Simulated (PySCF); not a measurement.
## UHF on B³⁺ (boron, charge +3)

Configuration: 1s2, closed-shell 1S. Calculation: PySCF 2.14, in dyall-acv3z; scalar relativity by spin-free X2C-1e.

- Total energy: -21.992451 hartree
- One-electron energy: -24.8966 hartree
- Hartree (Coulomb) energy: 5.8082 hartree
- Exchange energy: -2.9041 hartree
- ⟨S²⟩: 0.0000
- ⟨L²⟩: 0.000
- Sum of ⟨r⟩: 0.6486 bohr
- Sum of ⟨r²⟩: 0.2835 bohr²
- Langevin diamagnetic susceptibility: -0.225 ×10⁻⁶ cm³/mol

| shell | electrons | mean orbital energy (eV) | rms radius, mean of both spins (bohr) |
| --- | --- | --- | --- |
| 1s | 2 | -259.71 | 0.377 |
